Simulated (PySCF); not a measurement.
Species: C₃H₅GeNO₂.
Z-matrix (Å and degrees, PBE0-D3(BJ)/def2-SVP geometry), rows numbered from 1:
```
Ge
O   1  1.8045
C   2  1.3368  1  122.52
C   3  1.4267  2  124.88  1  -177.94
N   4  1.3064  3  111.37  2   179.93
O   5  1.3545  4  106.47  3    -0.02
C   6  1.3416  5  110.10  4     0.00
H   1  1.5280  2  103.36  3   175.96
H   1  1.5384  2  107.57  3    55.92
H   1  1.5377  2  107.79  3   -63.95
H   4  1.0894  3  128.06  2    -0.04
H   7  1.0877  3  134.27  2     0.23
```

Linear response at CAM-B3LYP/def2-SVPD (PySCF, frozen core in the response, non-relativistic). Relativistic effects, spin–orbit coupling among them, are left out although an element past zinc is present.

Static isotropic polarisability: 75.22 au (11.15 Å³), principal values 56.6, 76.5, 92.5 au.

Problem. What is the polarisability at 1064 nm and at the sodium D line?

Solution. 75.93 au at 1064 nm (+0.9 %), 77.62 au at 589.3 nm (+3.2 %). The rise at 589.3 nm is 3.38 times that at 1064 nm; a pure ω² law gives 3.26. The lowest singlet lies at 219 nm, shorter than both wavelengths.

Problem. What is the isotropic C6 coefficient between two such molecules, C6 = (3/π)∫α(iω)² dω?

Solution. 2243 au (Eh·bohr⁶) by a ten-point quadrature over imaginary frequencies, which is 1340 eV·Å⁶ or 129 J·nm⁶/mol.

Problem. Which effective excitation energy ω̄ makes London's formula C6 = (3/4)α²ω̄ exact here?

Solution. ω̄ = 4·C6/(3α²) = 0.529 Eh = 14.4 eV. A one-pole form α(ω) = α/(1 − ω²/ω̄²) fitted to the 1064 nm value gives 12.0 eV.

Problem. How anisotropic is the static polarisability, by Δα² = ½[(α1 − α2)² + (α2 − α3)² + (α3 − α1)²]?

Solution. Δα = 31.1 au, or 0.41 of the isotropic value.

Problem. What three-body coefficient follows from the one-pole estimate C9 = (3/4)·α·C6?

Solution. 127000 au. This is an estimate from the two numbers above, not a computed integral.

Problem. What molar refraction at the D line follows from R = (4π/3)·N_A·α′, with α′ the polarisability volume?

Solution. α′ = 11.50 Å³ gives R = 29.01 cm³/mol, for isolated, non-vibrating species.

Problem. What n − 1 at the D line would an ideal gas of it have at 273.15 K and 1 atm (2.6868 × 10¹⁹ cm⁻³), by n − 1 = 2π·N·α′?

Solution. 19.42 × 10⁻⁴, a formal value whether or not that pressure can be reached.

Problem. How many electrons N does the Slater–Kirkwood formula C6 = (3/4)·√N·α^(3/2) need to give this C6?

Solution. N = (4·C6/3)²/α³ = 21.0; the species has 78 electrons in all.

Problem. The lowest 6 singlets have (eV, f): 5.67, 0.000; 5.86, 0.073; 6.33, 0.014; 6.42, 0.006; 6.99, 0.002; 7.19, 0.001. What share of the static polarisability do they carry in the sum over states α = Σ f/ω²?

Solution. 2.00 au, 2.7 % of α; the largest term, 1.58 au, is that of the state at 5.86 eV. Their oscillator strengths add up to 0.10. Higher states carry the rest.

On Intel Xeon Platinum 8488C, one thread, no GPU, on a shared host, this took 40 s and 0.98 GiB of memory at its peak. This is the whole response run at CAM-B3LYP/def2-SVPD, SCF included.

One conformer stands for the species.
